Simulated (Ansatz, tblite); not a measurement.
Cost and result up the ladder for the cluster PtS2⁺ (3 atoms). Charge 1, multiplicity 2. Geometry: r2SCAN-D4/def2-TZVP.

```xyz
3

Pt   -0.819   -0.729   -0.757
S     0.177    1.161   -0.138
S     0.642   -0.432    0.895
```

Ansatz on 4 threads of Arm Neoverse V2 on a shared host; xTB runs through tblite on one thread. Times are rough, summed over both states, and most runs start from the orbitals of an earlier one. ωB97X-V/def2-TZVP serves as the yardstick here, not as an exact answer. The other state is a quartet at its own geometry.

In the def2 sets Pt takes a core potential; there is no spin–orbit coupling. The xTB rows come from tblite. LC-ωPBE has ω = 0.4 bohr⁻¹. Correlated methods freeze 10 core orbitals; core or outer-core shells of Pt are correlated, in sets that lack core-valence functions. In CCSD on the charge 1 doublet the largest single amplitude is 0.17, so its Hartree–Fock determinant may place the open shell otherwise than the density functionals do. The structure comes from a short search, and lower isomers may exist.

Run but left out: MP2/def2-TZVPP (doublet: ⟨S²⟩ 0.90, where a pure state has 0.75).

Correlated methods converge slowly with the basis.

xTB has no spin-polarisation term.

```tsv
level	functions	wall time
GFN2-xTB	27	0.005 s
GFN1-xTB	27	0.006 s
LDA (SPW92)/def2-TZVP	114	1.6 s
MP2/def2-TZVP	114	2.5 s
PBE-D4/def2-TZVP	114	2.9 s
BLYP-D4/def2-TZVP	114	3.2 s
RPA@PBE/def2-TZVP	114	4.8 s
PBE0-D4/def2-TZVP	114	7.9 s
LC-ωPBE/def2-TZVP	114	8 s
r2SCAN-D4/def2-TZVP	114	8.2 s
r2SCAN0-D4/def2-TZVP	114	9.6 s
ωB97X-V/def2-TZVP (with forces)	114	25 s
CCSD(T)/def2-TZVPP	140	52 s
```

(1) Estimate what each level gives for the quartet − doublet (eV).

## Answers

(1) 
| level | quartet − doublet (eV) | difference from ωB97X-V/def2-TZVP (eV) | remarks |
| --- | --- | --- | --- |
| GFN2-xTB | 1.55 | 0.13 | – |
| GFN1-xTB | 1.93 | 0.51 | – |
| LDA (SPW92)/def2-TZVP | 1.37 | -0.05 | – |
| MP2/def2-TZVP | 1.46 | 0.04 | spin-contaminated (⟨S²⟩ 0.89) (doublet), spin-contaminated (⟨S²⟩ 3.88) (quartet) |
| PBE-D4/def2-TZVP | 1.22 | -0.20 | – |
| BLYP-D4/def2-TZVP | 1.17 | -0.25 | – |
| RPA@PBE/def2-TZVP | 1.21 | -0.21 | – |
| PBE0-D4/def2-TZVP | 1.26 | -0.16 | – |
| LC-ωPBE/def2-TZVP | 1.32 | -0.10 | – |
| r2SCAN-D4/def2-TZVP | 1.14 | -0.27 | – |
| r2SCAN0-D4/def2-TZVP | 1.16 | -0.25 | – |
| ωB97X-V/def2-TZVP (with forces) | 1.42 | 0.00 | – |
| CCSD(T)/def2-TZVPP | 1.34 | -0.08 | spin-contaminated (⟨S²⟩ 0.90) (doublet), spin-contaminated (⟨S²⟩ 3.88) (quartet) |
